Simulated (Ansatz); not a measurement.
```yaml
crystal:
  periodic: [false, false, false]
  atoms:
    - {symbol: Cl, position_ang: [-0.630602, -0.379814, 2.025690]}
    - {symbol: Ge, position_ang: [0.030629, -0.048269, 0.025964]}
    - {symbol: Cl, position_ang: [1.691412, -1.340577, -0.317248]}
    - {symbol: I, position_ang: [-1.801184, -0.620869, -1.554696]}
    - {symbol: I, position_ang: [0.759643, 2.315929, -0.221011]}
basis:
  gaussian: {orbitals: x2c-TZVPPall}
hamiltonian: {xc: {name: B3LYP5}}
output: {forces: true}
```

```sh
$ ansatz run in.yaml --threads 4 --pin off --events-out ev --progress --plain --max-ram 11315MiB
```

Output, abridged:

```
Functional definition: B3LYP5
2043 factors; integrals over basis functions are off by at most 7.1e-4 eV
mean field evaluation 1: about -469487.0527 eV, gradient 2.7e1 eV
mean field evaluation 2: about -469485.8436 eV, gradient 4.1e1 eV
mean field evaluation 4: about -469488.1816 eV, gradient 1.3e0 eV
mean field evaluation 8: about -469488.2245 eV, gradient 4.9e-2 eV
mean field evaluation 16: about -469488.2245 eV, gradient 6.3e-5 eV
mean field -469488.22448197 eV, -17253.3740191642 hartree, gradient 2.2e-5 eV, S^2 0.000000; 0 other end points of the search recorded, 0 dependent functions left out
reference -469488.22473838 eV, -17253.3740285871 hartree; 86, 86 occupied and 166, 166 virtual orbitals, 2043 factors
Total energy: -469488.22473838 eV, -17253.3740285871 hartree
Relativity: scalar
Atom 0 at    -0.630602    -0.379814     2.025690 Å, force    -0.135189    -0.081219     0.438414 eV/Å
Atom 1 at     0.030629    -0.048269     0.025964 Å, force    -0.046002     0.074734    -0.076237 eV/Å
Atom 2 at     1.691412    -1.340577    -0.317248 Å, force     0.361730    -0.286819    -0.062975 eV/Å
Atom 3 at    -1.801184    -0.620869    -1.554696 Å, force    -0.315831    -0.112022    -0.267070 eV/Å
Atom 4 at     0.759643     2.315929    -0.221011 Å, force     0.135290     0.405325    -0.032132 eV/Å
Dipole moment:    -0.088815     0.144288    -0.147190 e Å
```

It took 15 s on 4 threads of an Arm Neoverse V1 on a shared host, with 1.1 GiB of host memory at the peak.
